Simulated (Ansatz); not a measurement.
A nudged elastic band was laid between two geometries of CH₇B₂N (11 atoms, charge 0, multiplicity 1).

Theory: RKS r2SCAN-D4/def2-SVP in Ansatz.

| Item | Value |
| --- | --- |
| movable images | 7 |
| climbing image | yes |
| spring | 5.0 eV/Å² |
| optimiser | quadratic models (default) |
| start path | IDPP |
| force threshold | 0.03 eV/Å |
| iteration limit | 60 |
| end points | relaxed |

First end point:

```xyz
11
Properties=species:S:1:pos:R:3
C -0.533 1.634 0.536
B -0.782 0.231 -0.120
B 0.419 -0.808 -0.682
N 1.020 -1.875 -0.007
H -1.289 1.906 1.292
H -0.696 2.357 -0.292
H 0.477 1.823 0.931
H -1.950 -0.042 -0.351
H 0.815 -0.613 -1.822
H 1.733 -2.462 -0.425
H 0.787 -2.153 0.939
```

Last end point:

```xyz
11
Properties=species:S:1:pos:R:3
C -0.528 1.641 0.524
B -0.776 0.237 -0.130
B 0.424 -0.811 -0.676
N 1.008 -1.883 0.006
H -1.279 1.901 1.290
H -0.706 2.368 -0.295
H 0.484 1.834 0.913
H -1.943 -0.033 -0.368
H 0.837 -0.620 -1.811
H 0.759 -2.158 0.949
H 1.722 -2.476 -0.401
```

Q: Which bonds break or form, and what moves?

A: No bond is made or broken. The dihedral B2–B3–N4–H10 goes from 179 to 0°. The two ends are copies of one structure, up to a mirror image or an exchange of like atoms.

Q: What energy profile does the band end with?

A: The run converged. The highest image is number 4 of 0 to 8, 1.31 eV above the ends, which have the same energy within 2 meV. A vibrational analysis at the climbing image gives one clearly imaginary mode, 648i cm⁻¹: a first-order saddle point.

| image | path coordinate (Å) | energy (eV) | dihedral B2–B3–N4–H10 (°) |
| --- | --- | --- | --- |
| 0 | 0.00 | 0.00 | 179 |
| 1 | 0.54 | 0.04 | 167 |
| 2 | 1.08 | 0.38 | 151 |
| 3 | 1.62 | 1.02 | 143 |
| 4 | 2.16 | 1.31 | 125 |
| 5 | 2.70 | 1.02 | 93 |
| 6 | 3.23 | 0.36 | 49 |
| 7 | 3.77 | 0.02 | 9 |
| 8 | 4.31 | 0.00 | 0 |

Q: What is the geometry of the highest image?

A: 
```xyz
11
Properties=species:S:1:pos:R:3
C -0.811 1.551 0.555
B -0.739 0.216 -0.262
B 0.619 -0.703 -0.601
N 0.976 -1.837 0.287
H -1.729 1.648 1.156
H -0.896 2.337 -0.225
H 0.066 1.803 1.170
H -1.792 -0.172 -0.745
H 1.299 -0.457 -1.599
H 1.049 -2.677 -0.300
H 1.957 -1.709 0.564
```

Q: What are the harmonic wavenumbers there?

A: 648i, 84, 105, 167, 214, 599, 621, 695, 762, 776, 889, 996, 1035, 1045, 1115, 1262, 1282, 1408, 1449, 1534, 2419, 2507, 2999, 3091, 3140, 3439, 3502 cm⁻¹.

The band took 11 iterations and about 6 core-minutes.

Time of the run: 2.9 min on 2 threads of Arm Neoverse V1, on a shared host, peak memory 0.14 GiB.
